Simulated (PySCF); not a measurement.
## TeH₄, singlet: computed properties

Computed with PBE0 in PySCF with Te def2-TZVP with ECP28, H def2-TZVP; scalar-relativistic core potentials, no spin–orbit coupling; density-fitted integrals.

The structure is a minimum.

Z-matrix (Å, degrees; charge 0 multiplicity 1):
```
Te
H  1 1.7290
H  1 1.7290 2 137.71
H  1 1.7290 2 82.52 3 -70.16
H  1 1.7290 2 82.52 3 70.16
```

* Point group: C4v
* Bond lengths: Te–H 1.729 Å (×4)
* Bond angles: H–Te–H 82.5° (×4), H–Te–H 137.7° (×2)
* Principal polarisabilities: 32.1, 48.5, 48.5 bohr³
* Principal quadrupole moments (Buckingham, traceless) about the centre of mass: -0.10, -0.10, 0.20 D Å
* Dipole moment: 0.50 D
* Atomisation energy without zero-point energy: 797 kJ/mol
* Zero-point energy: 70.3 kJ/mol
* Heat capacity Cp at 298.15 K: 46.5 J/(mol K)
* Highest occupied level: -6.57 eV
* Entropy at 298.15 K and 1 bar: 240.8 J/(mol K)
* Lowest empty level: -1.07 eV
* Enthalpy at 298.15 K above 0 K: 11.49 kJ/mol
* Rotational constants: 2.493, 2.493, 1.608 cm⁻¹
* Rotational symmetry number: 4

Harmonic modes (masses in u: Te 129.906, H 1.008):
```tsv
symmetry	ω (cm⁻¹)	IR (km/mol, summed over degenerate members)	μ (u)	type
b1	270	0.0	1.01	bend
a1	825	69.9	1.04	bend
e	1102	329	1.02	bend
b2	1252	0.0	1.01	bend
b1	1726	0.0	1.01	stretch
e	1771	866	1.02	stretch
a1	1928	20.3	1.01	stretch
```

In C4v the vibrations span 2b1 + 2a1 + 2e + b2. The b1, b2 modes carry no infrared intensity, as symmetry demands.

Charges (e):
```json
{"atom": "Te1", "Mulliken": "0.08", "Löwdin": "0.24", "polar tensor": "1.10", "Mayer order to Te1": "–"}
{"atom": "H2,3,4,5", "Mulliken": "-0.02", "Löwdin": "-0.06", "polar tensor": "-0.28", "Mayer order to Te1": "0.85"}
```

Mulliken populations on Te1 (electrons outside its core potential): s 3.80, p 9.71, d 10.37, f 0.04.

Outer orbital energies (eV). occupied: -19.03, -11.59, -11.59, -8.47, -6.57; empty: -1.07, 0.84, 0.84, 3.25.

Counting electrons, tellurium keeps 2 of its valence electrons outside its bonds, so the VSEPR class is AX4E1 and the expected shape is see-saw (C2v). The calculation gives C4v instead.

Only a few start shapes were tried, so a lower isomer may exist.

The final relaxation and frequency run took about 28 core-seconds on a shared host.
